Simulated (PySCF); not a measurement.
B3LYP has the VWN-RPA correlation part, as in Gaussian. 

**[Y(Cl)(F)2] (charge 0, multiplicity 1)**

Method: B3LYP-D3(BJ)/def2-TZVP // r2SCAN-D4/def2-SVP in PySCF.

The HOMO is -8.68 eV. The dipole moment is 0.72 D and the HOMO–LUMO gap is 5.70 eV. The LUMO comes out as -2.98 eV and the charge on the central atom (Mulliken) is 1.47 e. The total energy is -19010.32 eV. The cost is about 40 core-seconds (a rough figure).

```xyz
4

Y      0.0057     0.0050    -0.0051
Cl     1.6956    -0.6536    -1.6877
F     -1.8811     0.3537    -0.5208
F      0.4749     0.1662     1.9188
```
